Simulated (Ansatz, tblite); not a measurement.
Cost and result up the ladder for Sr2O3⁻ (the lowest doublet isomer of a short search) (5 atoms). The state is a doublet with charge -1. Geometry: PBE0-D4/def2-SVPD.

```xyz
5

Sr   -1.178    1.163    0.039
Sr    1.484   -0.672   -0.297
O    -0.816   -1.150   -0.183
O    -0.354   -0.728    1.169
O     0.864    1.387   -0.728
```

Ansatz on 4 threads of Arm Neoverse V1 on a shared host; xTB runs through tblite on one thread. Times are rough, summed over both states, and most runs start from the orbitals of an earlier one. PBE0-D4/def2-TZVPD serves as the yardstick here, not as an exact answer. The other state is a singlet.

In the def2 sets Sr takes a core potential; there is no spin–orbit coupling. The xTB rows come from tblite. The structure holds 1 bond(s) between oxygen atoms. HOMO above LUMO, or a gap near zero within one spin, warns that the state may not be the lowest or that an electron is smeared out. The structure comes from a short search, and lower isomers may exist.

Raw xTB energies of ions are shifted by several eV, and xTB has no spin-polarisation term.

| level | functions | vertical IE (eV) | difference from PBE0-D4/def2-TZVPD (eV) | remarks |
| --- | --- | --- | --- | --- |
| PBE-D4/def2-TZVPD | 186 | 0.39 | 0.12 | HOMO above zero (-1 doublet), gap within one spin near zero (-1 doublet) |
| PBE0-D4/def2-TZVPD (with forces) | 186 | 0.28 | 0.00 | HOMO above zero (-1 doublet) |
| GFN2-xTB | 30 | 7.11 | 6.83 | – |
| GFN1-xTB | 30 | 6.23 | 5.95 | – |
| r2SCAN-D4/def2-TZVPD | 186 | 0.29 | 0.01 | HOMO above zero (-1 doublet), gap within one spin near zero (-1 doublet) |

Task: Estimate how long each takes.

Result: GFN1-xTB 0.008 s; GFN2-xTB 0.021 s; PBE-D4/def2-TZVPD 5.5 s; PBE0-D4/def2-TZVPD (with forces) 8.5 s; r2SCAN-D4/def2-TZVPD 12 s. On shared hardware such times vary by a factor of up to 3.
